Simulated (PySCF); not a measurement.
Isomers of C8H10N2Si, mass 162.061 u with the commonest isotopes. Computed with PBE0/pcSseg-1 in PySCF (dipole) on a GFN2-xTB geometry, gas phase. One conformer each, none proved a minimum here; rigid rotors.

Question: Order these by out-of-plane moment Σ m c² = (Ia + Ib − Ic)/2, smallest first.
A. `[SiH3:1][CH2:2][c:3]1[cH:4][n:5]2[cH:6][cH:7][cH:8][cH:9][c:10]2[n:11]1` with Si1–C2–C3–C4 -93°
B. `[CH:1]#[C:2][c:3]1[c:4]([CH2:5][CH3:6])[cH:7][n:8][n:9][c:10]1[SiH3:11]` with C3–C4–C5–C6 -85°
C. `Cn1ncc2cc([SiH3])ccc21`

Answer: C (4.48 u·Å²), B (28.50 u·Å²), A (48.04 u·Å²).

Question: Order these by rotational constant B, smallest first.
A. `Cn1ncc2cc([SiH3])ccc21`
B. `[SiH3:1][CH2:2][c:3]1[cH:4][n:5]2[cH:6][cH:7][cH:8][cH:9][c:10]2[n:11]1` with Si1–C2–C3–C4 -93°
C. `[CH:1]#[C:2][c:3]1[c:4]([CH2:5][CH3:6])[cH:7][n:8][n:9][c:10]1[SiH3:11]` with C3–C4–C5–C6 -85°

Answer: B (523.4 MHz), A (564.6 MHz), C (835.0 MHz).

Question: Order these by rotational constant A, smallest first.
A. `Cn1ncc2cc([SiH3])ccc21`
B. `[SiH3:1][CH2:2][c:3]1[cH:4][n:5]2[cH:6][cH:7][cH:8][cH:9][c:10]2[n:11]1` with Si1–C2–C3–C4 -93°
C. `[CH:1]#[C:2][c:3]1[c:4]([CH2:5][CH3:6])[cH:7][n:8][n:9][c:10]1[SiH3:11]` with C3–C4–C5–C6 -85°

Answer: C (1351 MHz), A (2709 MHz), B (2846 MHz).

```csv
SMILES,point group,Ia (u·Å²),Ib (u·Å²),Ic (u·Å²),κ,μa (D),μb (D),μc (D)
Cn1ncc2cc([SiH3])ccc21,–,186.54,895.12,1072.70,-0.92,0.61,1.71,0.01
C#Cc1c(CC)cnnc1[SiH3],C1,373.95,605.22,922.17,-0.29,2.78,3.67,0.27
[SiH3]Cc1cn2ccccc2n1,C1,177.60,965.50,1047.01,-0.97,1.73,2.44,0.24
```
